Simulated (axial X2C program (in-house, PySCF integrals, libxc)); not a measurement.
**AsCO: properties at the nuclei**

Computed with an axial X2C code built on PySCF integrals: two-component X2C with atomic mean-field Coulomb and Gaunt terms, Gaussian nuclei, basis As dyall-v3z, C dyall-v3z, O dyall-av3z with contracted cores.

As–C–O held linear, with bonds 1.786 and 1.154 Å (near the PBE0 minimum at charge 0 of the determinant lowest at the starting distance; the state shown can have its own minimum elsewhere, held linear; other orders of the atoms were not compared).

Determinant lowest in the PBE0 search, Ω = 3/2 (⟨Sz⟩ = 0.50, ⟨Lz⟩ = 1.00 at PBE0), spin on the atoms As 0.42, C 0.02, O 0.06:

| level | Eeff magnitude (GV/cm) | Ws magnitude As (kHz) | A∥/gI As (MHz) | qzz As (a.u.) | A∥/gI C (MHz) | qzz C (a.u.) | A∥/gI O (MHz) | qzz O (a.u.) | μ (D) |
| --- | --- | --- | --- | --- | --- | --- | --- | --- | --- |
| PBE0 | 0.276 | 0.0682 | 252 | 1.42 | 5.53 | -0.55 | 49 | -0.02 | -0.90 |
| HF | 0.64 | 0.171 | 242 | 1.88 | -2.72 | -0.80 | 69 | -0.06 | -0.72 |
| B3LYP | 0.221 | 0.0526 | 274 | 1.52 | 7 | -0.57 | 47.8 | -0.04 | -0.97 |

Determinant 0.13 eV from it at PBE0 and this distance, Ω = 1/2 (⟨Sz⟩ = -0.50, ⟨Lz⟩ = 1.00 at PBE0), spin on the atoms As -0.43, C -0.01, O -0.06:

```tsv
level	Eeff magnitude (GV/cm)	Ws magnitude As (kHz)	A∥/gI As (MHz)	qzz As (a.u.)	A∥/gI C (MHz)	qzz C (a.u.)	A∥/gI O (MHz)	qzz O (a.u.)	μ (D)
PBE0	0.0933	0.0511	1490	1.26	56.2	-0.55	186	-0.02	-0.94
HF	0.448	0.354	1230	1.68	64.5	-0.79	214	-0.05	-0.83
B3LYP	0.0308	0.00205	1490	1.36	51.8	-0.56	183	-0.04	-1.00
```

Eeff is the effective electric field on the electron electric dipole moment in this Ω state and Ws the scalar–pseudoscalar constant of the nucleus named (defined with the proton number Z and per Ω); A∥ (defined per Ω) follows by multiplying with gI = μI/(I μN); qzz is the electric field gradient, eQq0 = 234.96 MHz × Q/barn × qzz; μ is positive if the O end (last atom) is positive. The operators were transformed with the bare-nucleus X2C matrices; with these basis sets, hyperfine constants and field gradients can be off by tens of per cent, and where levels differ in sign neither size nor sign is settled.

Problem. With gI(75As) = 0.9597, Q(75As) = 0.311 barn, gI(17O) = -0.7575 (g factors from the IAEA table of nuclear moments by Stone; Q from Pyykkö, Mol. Phys. 2018), turn the PBE0 values of the first state into constants in MHz.

Solution. A∥(75As) = 252 × 0.9597 = 242 MHz; eQq0(75As) = 234.96 × (0.311) × (1.42) = 104 MHz; A∥(17O) = 49 × -0.7575 = -37.1 MHz.

The molecule was held linear; bending was not examined, so a bent shape may lie lower.

Each state is one determinant with collinear spin. Unrestricted Hartree–Fock can overshoot spin polarisation at the nuclei. Where Eeff spreads by more than a factor of two the levels disagree and none is to be relied on. The search compared states at one distance, so a state with another bond length can lie lower. The sign of Ws at As differs between levels in the second state. Where a field gradient or hyperfine factor spreads by more than a factor of two over the levels, a constant derived from it is not to be relied on. PBE0 term energies can be off by some tenths of an eV.
